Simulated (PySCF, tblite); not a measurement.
Isomers of C6H13OPS, one GFN2-xTB conformer each. Single-point energies are computed at PBE0/pcSseg-1 (PySCF, gas phase, no added dispersion term), electronic only.

```json
{"SMILES": "CC(=O)[P@@H](=S)CC(C)C", "GFN2-xTB relative energy (kcal/mol)": "9.7"}
{"SMILES": "CSC[P@@]1(=O)CC[C@@H]1C", "GFN2-xTB relative energy (kcal/mol)": "0.0"}
{"SMILES": "COCP1CCSCC1", "GFN2-xTB relative energy (kcal/mol)": "30.0"}
```

Conformers: `[CH3:1][C:2](=[O:3])[P@@H:4](=[S:5])[CH2:6][CH:7]([CH3:8])[CH3:9]` with C1–C2–P4–S5 73°, C2–P4–C6–C7 -167°, P4–C6–C7–C8 175°; `[CH3:1][S:2][CH2:3][P@@:4]1(=[O:5])[CH2:6][CH2:7][C@@H:8]1[CH3:9]` with C1–S2–C3–P4 57°, S2–C3–P4–O5 -93°, C3–P4–C6–C7 92°, P4–C6–C7–C8 17°, C6–C7–C8–C9 95°, C3–P4–C8–C7 -91°; `[CH3:1][O:2][CH2:3][P:4]1[CH2:5][CH2:6][S:7][CH2:8][CH2:9]1` with C1–O2–C3–P4 -67°, O2–C3–P4–C5 -67°, C3–P4–C5–C6 -162°, P4–C5–C6–S7 72°, C5–C6–S7–C8 -62°, C6–S7–C8–C9 62°.

Question: What does PBE0/pcSseg-1 give for the same structures?

Answer: 
```tsv
SMILES	PBE0/pcSseg-1 E (Eh)	PBE0/pcSseg-1 (kcal/mol)	GFN2-xTB (kcal/mol)	point group
CC(=O)[P@@H](=S)CC(C)C	-1050.54444	0.0	9.7	C1
CSC[P@@]1(=O)CC[C@@H]1C	-1050.53379	6.7	0.0	C1
COCP1CCSCC1	-1050.50726	23.3	30.0	C1
```

GFN2-xTB puts CSC[P@@]1(=O)CC[C@@H]1C lowest instead; measured from each level's own lowest isomer, the values differ by up to 9.7 kcal/mol (CC(=O)[P@@H](=S)CC(C)C: 9.7 against 0.0). As drawn, the lowest has a C=O bond, which the highest lacks.

Question: Which frontier levels, dipoles and rotational constants go with these structures?

Answer: 
| SMILES | HOMO (eV, PBE0/pcSseg-1) | LUMO (eV) | dipole (D) | A, B, C (MHz) |
| --- | --- | --- | --- | --- |
| CC(=O)[P@@H](=S)CC(C)C | -6.56 | -1.56 | 3.70 | 1758, 707.3, 589.3 |
| CSC[P@@]1(=O)CC[C@@H]1C | -6.49 | 0.59 | 2.47 | 2281, 778.7, 700.2 |
| COCP1CCSCC1 | -6.38 | 0.71 | 1.63 | 2749, 629.7, 565.2 |

Question: What happens when harmonic zero-point energies from GFN2-xTB frequencies are added?

Answer: 
```csv
SMILES,ZPE (kcal/mol),electronic (kcal/mol),with ZPE (kcal/mol)
CC(=O)[P@@H](=S)CC(C)C,111.1,0.0,0.0
CSC[P@@]1(=O)CC[C@@H]1C,112.4,6.7,8.1
COCP1CCSCC1,112.8,23.3,25.1
```

The zero-point energies span 1.7 kcal/mol. The order is unchanged.
